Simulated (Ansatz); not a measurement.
Kohn–Sham single points on Al2BBrClH3 (`[AlH2][BH][Al]([Cl])[Br]`).

```yaml
crystal:
  periodic: [false, false, false]
  atoms:
    - {symbol: Al, position_ang: [0.025673, 1.508324, 1.221102]}
    - {symbol: B, position_ang: [0.403154, -0.444041, 0.539455]}
    - {symbol: Al, position_ang: [-0.189624, -1.243624, -1.300631]}
    - {symbol: Cl, position_ang: [-2.044862, -2.181963, -1.562053]}
    - {symbol: Br, position_ang: [1.129817, -1.002694, -3.114299]}
    - {symbol: H, position_ang: [-1.301936, 1.818368, 2.040367]}
    - {symbol: H, position_ang: [1.041619, 2.682778, 0.878403]}
    - {symbol: H, position_ang: [1.028359, -1.194251, 1.241856]}
basis:
  gaussian: {orbitals: def2-TZVPP}
hamiltonian: {xc: {name: wB97X-V}}
output: {orbitals: {seedname: orbitals}}
```

```sh
$ ansatz run in.yaml --threads 4 --pin off --events-out ev --progress --plain
```

It prints (some lines left out):

```
Functional definition: wB97X-V
1645 factors; their error is unknown
327 factors; integrals over basis functions are off by at most 3.5e-5 eV
mean field evaluation 1: about -96478.9225 eV, gradient 1.9e1 eV
mean field evaluation 2: about -96479.9589 eV, gradient 1.1e1 eV
mean field evaluation 4: about -96480.2431 eV, gradient 7.3e-1 eV
mean field evaluation 8: about -96480.5568 eV, gradient 3.6e-1 eV
mean field evaluation 16: about -96480.5570 eV, gradient 1.8e-4 eV
mean field -96480.55697930 eV, -3545.5950721190 hartree, gradient 4.8e-5 eV, S^2 0.000000; 0 other end points of the search recorded, 0 dependent functions left out
reference -96480.55697674 eV, -3545.5950720247 hartree; 43, 43 occupied and 204, 204 virtual orbitals, 1645 factors
Total energy: -96480.55697674 eV, -3545.5950720247 hartree
```

It took 4.9 s on 4 threads of a server CPU on a shared host, with 1.1 GiB of host memory at the peak.

The same input with `hamiltonian: {xc: hse06, dispersion: d4}` (abridged; 2.6 s):

```
Functional definition: HSE06
mean field evaluation 16: about -96471.1224 eV, gradient 7.7e-5 eV
mean field -96471.12241432 eV, -3545.2483582507 hartree, gradient 7.7e-5 eV, S^2 0.000000
Total energy: -96471.30500942 eV, -3545.2550684969 hartree
```

Changing it to `hamiltonian: {xc: {name: wB97M-V}}` and forces (abridged; 7.5 s):

```
Functional definition: wB97M-V
mean field evaluation 16: about -96485.2176 eV, gradient 4.8e-4 eV
mean field -96485.21755121 eV, -3545.7663449775 hartree, gradient 5.1e-5 eV, S^2 0.000000
Total energy: -96485.21761345 eV, -3545.7663472649 hartree
Atom 0 force    -0.019370     0.109781     0.043702 eV/Å
Atom 1 force     0.043976    -0.075419     0.032210 eV/Å
Atom 2 force     0.071129     0.045888     0.082022 eV/Å
Atom 3 force    -0.023291    -0.016894    -0.012329 eV/Å
Atom 4 force    -0.015877    -0.008981     0.006903 eV/Å
Atom 5 force     0.145644    -0.034237    -0.087576 eV/Å
Atom 6 force    -0.109769    -0.128717     0.039224 eV/Å
Atom 7 force    -0.092441     0.108580    -0.104156 eV/Å
Dipole moment:     0.132996     0.059957     0.367033 e Å
```

Changing it to `hamiltonian: {xc: pbe0, dispersion: d4}` (abridged; 2.5 s):

```
Functional definition: PBE0
mean field evaluation 16: about -96471.5946 eV, gradient 6.4e-5 eV
mean field -96471.59461369 eV, -3545.2657112576 hartree, gradient 6.4e-5 eV, S^2 0.000000
Total energy: -96471.78489219 eV, -3545.2727038636 hartree
```

The same input with `hamiltonian: {xc: {name: CAM-B3LYP}, dispersion: d4}` (abridged; 2.9 s):

```
Functional definition: CAM-B3LYP
mean field evaluation 16: about -96494.6038 eV, gradient 8.9e-5 eV
mean field -96494.60377366 eV, -3546.1112822903 hartree, gradient 3.0e-5 eV, S^2 0.000000
Total energy: -96494.80638512 eV, -3546.1187281242 hartree
```

The same input with `hamiltonian: {xc: {name: B2PLYP}}` (abridged; 3.8 s):

```
Functional definition: B2PLYP
mean field evaluation 16: about -96463.8185 eV, gradient 2.0e-4 eV
mean field -96463.81853399 eV, -3544.9799455997 hartree, gradient 1.6e-6 eV, S^2 0.000000
25 core orbitals not correlated: weight in the atoms' cores, before any rotation towards them, 1.000 or more for the frozen orbitals, at most 0.000 for the correlated occupied ones
second order -23.00928216 eV of doubles, -0.00000000 eV of singles
Total energy: -96470.03125472 eV, -3545.2082588752 hartree
```

HSE06 is the plane-wave form, built on full-range PBE exchange.
